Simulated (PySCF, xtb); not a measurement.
Sn(GeH3)(H)3 (GeH6Sn), SMILES [GeH3][SnH3].

GFN2-xTB in xtb at its own geometry gives an orbital gap of 6.06 eV and a dipole moment of 1.00 D.

Coordinates come from a PBE0-D3(BJ)/def2-TZVP optimisation. The def2 effective core potentials stand for the cores of Sn; spin–orbit coupling is left out.

Task: What does r2SCAN/def2-TZVPD (PySCF) give? (An estimate is asked for; the answer gives what the named calculation found.)

Result: gap 6.47 eV (levels -7.16 and -0.69 eV), dipole 0.14 D.
